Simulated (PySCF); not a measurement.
Species: C6H12O2Si.
Structure used (PBE0-D3(BJ)/def2-SVP), in Å, numbered top down from 1:
```
atom  x, y, z in Å
C1     3.3089   -0.3975   -1.2444
C2     2.0147   -0.8190   -0.6116
O3     1.8253   -1.8631   -0.0446
O4     1.0761    0.1267   -0.7621
C5    -0.2211   -0.1491   -0.2309
C6    -0.2882    0.1200    1.2733
C7    -1.7495   -0.0345    1.7134
Si8   -2.7284    0.6920    0.2520
C9    -1.2492    0.7238   -0.9411
H10    4.0672   -1.1711   -1.0812
H11    3.6415    0.5594   -0.8177
H12    3.1584   -0.2374   -2.3220
H13   -0.4360   -1.2181   -0.4011
H14    0.0604    1.1533    1.4473
H15    0.3916   -0.5557    1.8135
H16   -2.0070   -1.1011    1.8250
H17   -1.9511    0.4452    2.6820
H18   -3.8483   -0.1874   -0.2043
H19   -3.2801    2.0582    0.5074
H20   -1.4550    0.3841   -1.9661
H21   -0.8570    1.7528   -1.0039
```

Method: TDDFT CAM-B3LYP/def2-SVPD, vertical, gas phase, core orbitals frozen in the response (PySCF 2.14.0, density-fitted response routines).

Ground-to-excited transition dipoles (e·a0, same axes as the geometry; the sign carries no meaning), for the states with f of 0.002 or more among the lowest 8:

```tsv
state	E (eV)	μx	μy	μz
S2	7.679	-0.322	-0.052	0.191
S3	7.861	-0.555	0.310	-0.101
S4	8.023	-0.741	0.551	0.075
S5	8.070	-0.237	0.043	-0.247
S6	8.363	-0.087	0.030	0.152
S7	8.405	0.069	0.036	-0.184
S8	8.441	-0.365	0.004	0.084
```

(1) What oscillator strength does each state have?

(2) Which bond between heavy atoms lies closest to the direction of the S4 transition dipole?

(3) What angle do the transition dipoles of S2 and S3 make?

(4) How is the summed strength of these states shared among x, y and z?

(5) What peak molar absorption coefficient would the strongest computed level give as a lone Gaussian band 0.5 eV wide at half height?

Answers

(1) f = (2/3) ΔE |μ|² with ΔE in hartree (27.2114 eV).

```json
{"state": "S2", "|μ|² (au)": "0.143", "|μ| (D)": "0.96", "f": "0.027"}
{"state": "S3", "|μ|² (au)": "0.414", "|μ| (D)": "1.64", "f": "0.080"}
{"state": "S4", "|μ|² (au)": "0.858", "|μ| (D)": "2.35", "f": "0.169"}
{"state": "S5", "|μ|² (au)": "0.119", "|μ| (D)": "0.88", "f": "0.024"}
{"state": "S6", "|μ|² (au)": "0.032", "|μ| (D)": "0.45", "f": "0.006"}
{"state": "S7", "|μ|² (au)": "0.040", "|μ| (D)": "0.51", "f": "0.008"}
{"state": "S8", "|μ|² (au)": "0.140", "|μ| (D)": "0.95", "f": "0.029"}
```

(2) C2–O4, at 14° from it; next C5–C9 at 33°.

(3) |cos θ| = |μa·μb| / (|μa| |μb|) = 0.59, so θ ≈ 54° (taken between 0 and 90°, since the signs are arbitrary).

(4) (2/3) Σ ΔE μα² gives 0.228 for x, 0.080 for y and 0.035 for z, 0.343 in all.

(5) ε(max) = 2.175×10⁸ f / FWHM, with the width in cm⁻¹. S4: 2.175×10⁸ × 0.1686 / 4033 ≈ 9100 L mol⁻¹ cm⁻¹.

All these states lie below the vertical ionisation energy of 10.08 eV (ΔSCF).

One conformer stands for the species.
